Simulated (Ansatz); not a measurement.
Method: PBE0-D3(BJ)/def2-TZVP run with Ansatz (a program for electronic structure). No frequencies were computed at this level.

Ansatz 0.2 input:
```yaml
crystal:
  periodic: [false, false, false]
  atoms:
    - { symbol: B, position_ang: [-0.000206, 0.336366, -0.000001] }
    - { symbol: H, position_ang: [1.043859, -0.167561, -0.000003] }
    - { symbol: H, position_ang: [-1.043654, -0.168805, 0.000004] }
basis:
  gaussian: { orbitals: def2-tzvp }
hamiltonian:
  xc: pbe0
  dispersion: d3bj
relax:
  max_steps: 150
magnetization:
  spin_polarized: true
  initial_magnetization: 1
```

Output:

```
Functional definition: PBE0
257 factors; their error is unknown
mean field evaluation 1: about -704.1423 eV, gradient 7.9e0 eV
mean field evaluation 2: about -704.5292 eV, gradient 3.2e0 eV
mean field evaluation 4: about -704.6008 eV, gradient 1.0e-1 eV
mean field evaluation 8: about -704.5971 eV, gradient 1.1e-2 eV
mean field evaluation 16: about -703.9484 eV, gradient 3.5e0 eV
mean field -704.59713249 eV, -25.8934670259 hartree, gradient 4.3e-5 eV, S^2 0.751868; 1 other end points of the search recorded, 0 dependent functions left out
reference -704.59715927 eV, -25.8934680100 hartree; 4, 3 occupied and 39, 40 virtual orbitals, 257 factors
relax step   1: F+E_penalty+E_count = -704.60983415 eV  Δ(F+E_penalty+E_count) = +0.000e0 eV  max|allowed force component| = 7.905e-1 eV/Å  Δτ_max = 0.0000 Å  (32 SCF iters, accepted)
these checks for a lower state are left out or cut short: starts, cluster_reference, orbital_swaps, neighbouring_geometries, increment
257 factors; their error is unknown
mean field -704.62198327 eV, -25.8943802754 hartree, gradient 1.1e-5 eV, S^2 0.751920; 0 other end points of the search recorded, 0 dependent functions left out
reference -704.62201002 eV, -25.8943812584 hartree; 4, 3 occupied and 39, 40 virtual orbitals, 257 factors
relax step   2: F+E_penalty+E_count = -704.63469194 eV  Δ(F+E_penalty+E_count) = -2.486e-2 eV  max|allowed force component| = 2.069e-1 eV/Å  Δτ_max = 0.0261 Å  (29 SCF iters, accepted)
these checks for a lower state are left out or cut short: starts, cluster_reference, orbital_swaps, neighbouring_geometries, increment
257 factors; their error is unknown
mean field evaluation 32: about -704.6241 eV, gradient 1.1e-5 eV
mean field -704.62407349 eV, -25.8944570892 hartree, gradient 1.1e-5 eV, S^2 0.751921; 0 other end points of the search recorded, 0 dependent functions left out
reference -704.62410021 eV, -25.8944580712 hartree; 4, 3 occupied and 39, 40 virtual orbitals, 257 factors
relax step   3: F+E_penalty+E_count = -704.63678785 eV  Δ(F+E_penalty+E_count) = -2.096e-3 eV  max|allowed force component| = 2.828e-2 eV/Å  Δτ_max = 0.0079 Å  (30 SCF iters, accepted)
these checks for a lower state are left out or cut short: starts, cluster_reference, orbital_swaps, neighbouring_geometries, increment
257 factors; their error is unknown
mean field -704.62410839 eV, -25.8944583719 hartree, gradient 7.3e-6 eV, S^2 0.751914; 0 other end points of the search recorded, 0 dependent functions left out
reference -704.62413510 eV, -25.8944593534 hartree; 4, 3 occupied and 39, 40 virtual orbitals, 257 factors
relax step   4: F+E_penalty+E_count = -704.63682381 eV  Δ(F+E_penalty+E_count) = -3.597e-5 eV  max|allowed force component| = 4.717e-3 eV/Å  Δτ_max = 0.0016 Å  (24 SCF iters, accepted)
257 factors; their error is unknown
mean field -704.62410839 eV, -25.8944583719 hartree, gradient 1.0e-5 eV, S^2 0.751914; 2 other end points of the search recorded, 0 dependent functions left out
reference -704.62413510 eV, -25.8944593534 hartree; 4, 3 occupied and 39, 40 virtual orbitals, 257 factors
Total energy: -704.63685052 eV, -25.8949266367 hartree
Atom 0 at    -0.000203     0.338902    -0.000001 Å, force    -0.000004     0.004717    -0.000000 eV/Å
Atom 1 at     1.077426    -0.168808    -0.000003 Å, force    -0.001035    -0.002359     0.000000 eV/Å
Atom 2 at    -1.077225    -0.170094     0.000004 Å, force     0.001039    -0.002358     0.000000 eV/Å
Dipole moment:     0.000062    -0.104467     0.000000 e Å
```

Cost: around 3 core-seconds (rough).
